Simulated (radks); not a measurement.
Coulomb parameter of the 4f shell of the gadolinium ion Gd3+ in the model configuration [Xe] 4f6 6s1, as a second difference U = [E(n + 0.5) + E(n - 0.5) - 2 E(n)] / (0.5)^2 with all orbitals relaxed. "Bare": the charge of the atom changes with n. "Screened": the 6s shell takes up the change at fixed total charge, which measures U(4f,4f) + U(6s,6s) - 2 U(4f,6s). Calculated with a radial shooting solver on a logarithmic mesh with Libxc functionals: Dirac Kohn-Sham, PBE, spin-unpolarised, spherical densities, finite nucleus; open shells are shared between the two j in proportion to 2j + 1; Fermi nuclear charge, rms radius 5.1569 fm.

case              configuration  E - E(n) (eV)
start              [Xe] 4f6 6s1          0.000
bare +0.5        [Xe] 4f6.5 6s1        -19.510
bare -0.5        [Xe] 4f5.5 6s1         24.539
screened +0.5  [Xe] 4f6.5 6s0.5         -8.468
screened -0.5  [Xe] 4f5.5 6s1.5         10.627

U(bare) = 20.118 eV, U(screened by 6s) = 8.635 eV.
